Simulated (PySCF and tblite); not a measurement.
Results of a calculation; reference values are marked as such.
## C₆H₈O₂, numbered as in [CH3:1][O:2][C:3]1=[CH:4][CH2:5][CH2:6][C:7]1=[O:8]: conformational analysis

Level: PBE0-D3(BJ)/def2-SVP (IEF-PCM, acetone)//GFN2-xTB, thermal terms from GFN2-xTB, symmetry numbers and mirror pairs counted. Conformers within 3 kcal/mol (GFN2-xTB free energy) were kept, 10 at most. GIAO shieldings: B97-2/pcSseg-1 (IEF-PCM, acetone). Shifts are against TMS (¹H), TMS (¹³C) at the same level. Programs: PySCF with density fitting and tblite.

Torsions listed: C1–O2–C3–C4. The 5-ring runs over atoms 3–4–5–6–7.

| conformer | shape | symmetry | E(GFN2) kcal/mol | E(DFT) kcal/mol | G(298.15 K) kcal/mol | weight % | dipole D |
| --- | --- | --- | --- | --- | --- | --- | --- |
| 1 | 5-ring flat; 0° | Cs | 0.17 | 0.00 | 0.00 | 99.6 | 5.67 |
| 2 | 5-ring flat; 180° | Cs | 0.00 | 3.30 | 3.23 | 0.4 | 2.64 |

Weights (%) against temperature:

```
 T (K)      1    2  S(mix) cal/mol/K
   180  100.0  0.0              0.00
   230   99.9  0.1              0.01
298.15   99.6  0.4              0.06
   330   99.3  0.7              0.08
   400   98.4  1.6              0.17
```

Averaged shifts at 298.15 K. ¹H: 6.82 (H4, 1H), 3.96 (H1, 3H), 2.69 (H5, 2H), 2.46 (H6, 2H) ppm. ¹³C: 207.1 (C7), 162.5 (C3), 138.3 (C4), 58.8 (C1), 37.7 (C6), 26.8 (C5) ppm.

Coordinates of conformer 1 (Å):

```xyz
16

C     2.513    0.187    0.626
O     1.435    1.035    0.309
C     0.315    0.442   -0.146
C     0.033   -0.851   -0.359
C    -1.355   -1.056   -0.877
C    -1.943    0.353   -0.968
C    -0.851    1.294   -0.493
O    -0.928    2.493   -0.418
H     2.241   -0.518    1.418
H     3.315    0.835    0.973
H     2.847   -0.373   -0.254
H     0.688   -1.689   -0.196
H    -1.928   -1.696   -0.201
H    -1.334   -1.554   -1.849
H    -2.824    0.482   -0.338
H    -2.230    0.624   -1.984
```

Coordinates of conformer 2 (Å):

```xyz
16

C     2.591   -0.578    0.307
O     1.400   -1.259   -0.042
C     0.255   -0.547   -0.140
C    -0.928   -1.099   -0.462
C    -2.042   -0.109   -0.506
C    -1.375    1.220   -0.149
C     0.091    0.907    0.079
O     0.936    1.719    0.381
H     3.364   -1.344    0.325
H     2.512   -0.110    1.290
H     2.846    0.187   -0.430
H    -1.080   -2.142   -0.671
H    -2.828   -0.378    0.204
H    -2.501   -0.085   -1.497
H    -1.788    1.668    0.755
H    -1.461    1.960   -0.945
```

Shifts are unscaled: against experiment ¹³C can be off by 15 ppm or more and ¹H by 0.8 ppm.

Search and properties took 69 s on 1 thread of Arm Neoverse V1 (shared host) (rough), launched as `OMP_NUM_THREADS=1 python ens_run.py task.json out`.


Conformer gaps in def2-SVP on xTB geometries can be 2 kcal/mol too large for S=O, P=O and other polar bonds.